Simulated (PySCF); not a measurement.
Compound: C2H7OPSi.
Numbering: `[CH2:1]=[CH:2][Si@@H:3]([OH:4])[PH2:5]` (hydrogens: H6, H7 on C1; H8 on C2; H9 on Si3; H10 on O4; H11, H12 on P5)

Structure used (PBE0-D3(BJ)/def2-SVP), in Å, numbered top down from 1:
```xyz
12
C2H7OPSi angstrom
C     -2.1072    0.0375    0.4483
C     -1.0655    0.5780   -0.1947
Si     0.6909    0.2209    0.3255
O      0.7154   -0.8525    1.6040
P      1.7414   -0.7008   -1.4625
H     -1.9626   -0.6171    1.3155
H     -3.1443    0.2274    0.1501
H     -1.2599    1.2353   -1.0530
H      1.3721    1.4487    0.8222
H      0.4915   -1.7640    1.3921
H      3.0474   -0.2830   -1.0627
H      1.5166    0.4498   -2.2805
```

The calculation used PySCF, PBE0-D3(BJ)/def2-SVP geometry optimisation, gas phase.

Take the most abundant isotopes and a rigid rotor. The values belong to one conformer with, in the numbering `[CH2:1]=[CH:2][Si@@H:3]([OH:4])[PH2:5]`, C1–C2–Si3–O4 2°, C2–Si3–O4–H 73°, C2–Si3–P5–H 154° and 60°.

Task: Give the principal moments of inertia and the rotational constants in MHz.

Result: Ia = 111.84, Ib = 262.27, Ic = 328.10 u·Å²; 505379 MHz·u·Å²/I gives A = 4519, B = 1927, C = 1540 MHz.

Task: Classify the top.

Result: An asymmetric top: κ = (2 × 1927 − 4519 − 1540)/(4519 − 1540) = -0.74.

Task: Is it planar, by Δ = Ic − Ia − Ib?

Result: Not planar: Δ = Ic − Ia − Ib = -46.01 u·Å². For a rigid frame Δ = −2 Σ m c², so Σ m c² = 23.00 u·Å² lies off the ab plane: 7.84 from hydrogen and 15.16 from heavier atoms. The atom farthest from that plane is 1.96 Å away.

Task: List the rotational levels J(Ka,Kc) to J = 5 (MHz).

Result: Above 0(0,0):
J = 1: 1(0,1) 3467, 1(1,1) 6059, 1(1,0) 6446
J = 2: 2(0,2) 10362, 2(1,2) 12607, 2(1,1) 13767, 2(2,1) 21543, 2(2,0) 21583
J = 3: 3(0,3) 20606, 3(1,3) 22405, 3(1,2) 24722, 3(2,2) 31944, 3(2,1) 32142, 3(3,1) 45894, 3(3,0) 45897
J = 4: 4(0,4) 34097, 4(1,4) 35428, 4(1,3) 39276, 4(2,3) 45782, 4(2,2) 46357, 4(3,2) 59836, 4(3,1) 59854, 4(4,1) 79267, 4(4,0) 79267
J = 5: 5(0,5) 50735, 5(1,5) 51647, 5(1,4) 57375, 5(2,4) 63029, 5(2,3) 64301, 5(3,3) 77285, 5(3,2) 77357, 5(4,2) 96692, 5(4,1) 96694, 5(5,1) 121676, 5(5,0) 121676
The levels of one J sum to (2J + 1)J(J + 1)(A + B + C)/3.

Task: Which lines would a microwave search look for?

Result: The dipole components are |μa| = 0.47 D, |μb| = 0.81 D, |μc| = 0.41 D. Intensities carry the squares of the components, which stand as 0.34 : 1.00 : 0.26 (a : b : c). Some lines, for components of 0.1 D or more:

```tsv
type	branch	J(Ka,Kc)	MHz	lower level (cm⁻¹)
a	Q	1(1,0) ← 1(1,1)	387	0.202
a	Q	2(1,1) ← 2(1,2)	1160	0.421
c	Q	2(1,2) ← 2(0,2)	2245	0.346
c	Q	1(1,1) ← 1(0,1)	2592	0.116
b	Q	1(1,0) ← 1(0,1)	2979	0.116
b	Q	2(1,1) ← 2(0,2)	3405	0.346
a	R	1(0,1) ← 0(0,0)	3467	0.000
b	R	2(0,2) ← 1(1,1)	4303	0.202
b	R	1(1,1) ← 0(0,0)	6059	0.000
c	R	1(1,0) ← 0(0,0)	6446	0.000
a	R	2(1,2) ← 1(1,1)	6548	0.202
a	R	2(0,2) ← 1(0,1)	6894	0.116
a	R	2(1,1) ← 1(1,0)	7321	0.215
c	Q	2(2,1) ← 2(1,1)	7776	0.459
b	Q	2(2,0) ← 2(1,1)	7816	0.459
b	Q	2(2,1) ← 2(1,2)	8936	0.421
b	R	2(1,2) ← 1(0,1)	9140	0.116
c	R	2(1,1) ← 1(0,1)	10300	0.116
b	R	2(2,1) ← 1(1,0)	15097	0.215
c	R	2(2,0) ← 1(1,0)	15137	0.215
c	R	2(2,1) ← 1(1,1)	15483	0.202
b	R	2(2,0) ← 1(1,1)	15524	0.202
```

Task: Estimate the classical rotational partition function at 10 K, 200 K and 500 K.

Result: Point group C1, symmetry number σ = 1; q = (√π/σ)·√((kT/h)³/(ABC)), k/h = 20836.6 MHz/K: 1460 at 10 K, 130000 at 200 K, 515000 at 500 K.

No frequency check. Zero-point vibration and centrifugal distortion are left out.
